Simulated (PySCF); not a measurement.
Correlation energy of Ir²⁺ (iridium, charge +2)

[Xe] 4f14 5d6 6p1, one real determinant (an excited configuration). All numbers are calculated (PySCF 2.14, scalar relativity by spin-free X2C-1e, in ANO-RCC-VTZP (8s7p5d3f1g, 84 functions)). Frozen: [Xe] 4f14; 7 electrons correlated.

```
  level  correlation energy (mhartree)
   CCSD                        -117.62
    (T)                          -3.72
CCSD(T)                        -121.34
```

Diagnostics: T1 = 0.0058, D1 = 0.0173, largest double amplitude 0.092.

The real determinant used has ⟨L²⟩ near 8 against 12 for a pure F term, so it mixes terms. Spin-orbit coupling, absent here, splits the open shell strongly.

Cost of the coupled-cluster step: of the order of 5 core-seconds, for 7 correlated electrons.

The reference is one real determinant that mixes LS terms of this configuration.
